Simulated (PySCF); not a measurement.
Working with the constants of ZnGe⁺

BP86 constants of ZnGe⁺, ²Π (doublet), unpaired electrons π ↑ (PySCF, no relativity, basis sets Zn pcseg-1, Ge pcseg-1; masses 63.9291 and 73.9212 u):

| Item | Value |
| --- | --- |
| ωe | 170.4 cm⁻¹ |
| ωexe | 0.727 cm⁻¹ |
| Be | 0.0728 cm⁻¹ |
| αe | 0.000444 cm⁻¹ |
| De to Zn + Ge⁺ | 1.72 eV |

Question: What force constant and bond length do these constants imply?

Answer: Reduced mass μred = 34.282 u; k = 5.8918×10⁻⁷·μred·ωe² (u, cm⁻¹, mdyn/Å) = 0.586 mdyn/Å; Re = √(16.8576/(μred·Be)) (u, cm⁻¹, Å) = 2.599 Å.

Question: Estimate the centrifugal constant D from the Kratzer relation and find the Dunham coefficient a1.

Answer: D = 4Be³/ωe² = 5.32e-08 cm⁻¹; a1 = −1 − αeωe/(6Be²) = -3.38.

Spin–orbit coupling is left out. For an ion De counts to the pair picked by the measured ionisation energies or electron affinities, which need not be the lowest pair at this level. The state was picked by a PBE0 search and need not be the measured ground state.
